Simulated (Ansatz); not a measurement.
Ag₂Se⁺, relaxed as a quartet with UKS PBE-D4/def2-TZVP in Ansatz, starting from the PBE-D4/def2-TZVP geometry of the charge +1 doublet. Force threshold 0.02 eV/Å.

In the def2 sets Ag takes a core potential; there is no spin–orbit coupling. The relaxation made no stability test and no search for a lower SCF solution. At PBE-D4/def2-TZVP a doublet of charge 1 lies 2.21 eV below the quartet, each at its own geometry. The structure comes from a short search, and lower isomers may exist.

Start:

```xyz
3

Ag   -1.805    0.165   -0.311
Ag    1.621    0.850   -0.174
Se    0.184   -1.015    0.485
```

```json
{"step": "1", "energy (eV)": "-73331.5262", "largest force component (eV/Å)": "1.057", "SCF passes": "45"}
{"step": "2", "energy (eV)": "-73331.8397", "largest force component (eV/Å)": "0.681", "SCF passes": "26"}
{"step": "3", "energy (eV)": "-73332.1302", "largest force component (eV/Å)": "0.573", "SCF passes": "26"}
{"step": "4", "energy (eV)": "-73332.1637", "largest force component (eV/Å)": "0.877", "SCF passes": "32"}
{"step": "5", "energy (eV)": "-73332.2312", "largest force component (eV/Å)": "0.159", "SCF passes": "27"}
{"step": "6", "energy (eV)": "-73332.2350", "largest force component (eV/Å)": "0.028", "SCF passes": "22"}
{"step": "7", "energy (eV)": "-73332.2352", "largest force component (eV/Å)": "0.001", "SCF passes": "24"}
```

Force components are those of the run's own axes.

End:

```csv
atom,x (Å),y (Å),z (Å)
Ag1,-1.4229,0.4648,-0.3973
Ag2,1.1607,0.9821,-0.2944
Se3,0.2621,-1.4469,0.6917
```

By distances, no bond broke or formed, bridged metal pairs apart. The bond that changes most is Ag2–Se3, from 2.45 to 2.77 Å (atoms count from 1). Metal–metal contacts that move far: Ag1–Ag2 3.50 to 2.64 Å.

No frequencies were taken in this run, so the end may be a saddle point.

Run time 12 s (4 threads of Arm Neoverse V2 on a shared host).
